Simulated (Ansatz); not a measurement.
Consider the isomerisation: `FCCC(F)(F)F` → `CC(F)C(F)(F)F`.

Gas-phase electronic energies from Ansatz, PBE0-D4/def2-TZVP geometries. CCSD(T)/CBS adds triple-zeta CCSD(T) − MP2 to the extrapolated MP2 energy (def2 sets, frozen cores). Functionals use def2-TZVPP. One conformer a species, not always the lowest.

| level | ΔE (kcal/mol) |
| --- | --- |
| ωB97M-V | -0.7 |
| HF/def2-SVP | -0.1 |

(1) What does CCSD(T)/CBS give? (Estimate.)

Largest T1 diagnostic among the species: 0.011.

Results:

(1) Ansatz gave: -0.4 kcal/mol. The listed levels differ from it by -0.3, 0.3 kcal/mol.

Leaving LDA and LC-ωPBE aside and taking each functional with its dispersion term where it has one, the values, not all of them listed here, spread over 0.9 kcal/mol, from B97M-V to B2PLYP. LDA lies −1.0 kcal/mol from PBE without D4.

CCSD(T)/CBS has its own doubt, a few kJ/mol and more with outer-core shells, so smaller differences from it don't rank the levels.
